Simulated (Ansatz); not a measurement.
```json
{"atom": "N", "x (Å)": "0.0000", "y (Å)": "0.0000", "z (Å)": "-0.8815"}
{"atom": "S", "x (Å)": "0.0000", "y (Å)": "0.0000", "z (Å)": "0.8815"}
```

Basis set: 6-31G (spherical functions). Correlated methods keep 6 orbitals frozen. Correlation on ROHF uses semicanonical orbitals with singles. Charge 0, multiplicity 2.

Computed with Ansatz (development build ahead of 0.2.0); the reference of a correlated method needn't be the lowest determinant of its kind.

(1) Give the atomization energy at this shape (free ground-state atoms in the same class of orbitals less the molecule, no zero-point energy) of doublet NS by ROHF-CCSD(T), UHF-BCCD(T).

Answers

(1)

```json
{"method": "ROHF-CCSD(T)", "atomization energy": "2.08 eV"}
{"method": "UHF-BCCD(T)", "atomization energy": "2.08 eV"}
```

Caution: the program doubts this total; the reference determinant was not shown to be the lowest; the shape is not the minimum. Caution for ROHF-CCSD(T): an unrestricted determinant lies well below; other determinants can give a lower correlated total. Caution for UHF-BCCD(T): the unrestricted determinant is spin contaminated.

This basis has no polarisation functions and is too small for such energies, which can lie far from measured ones in either direction.
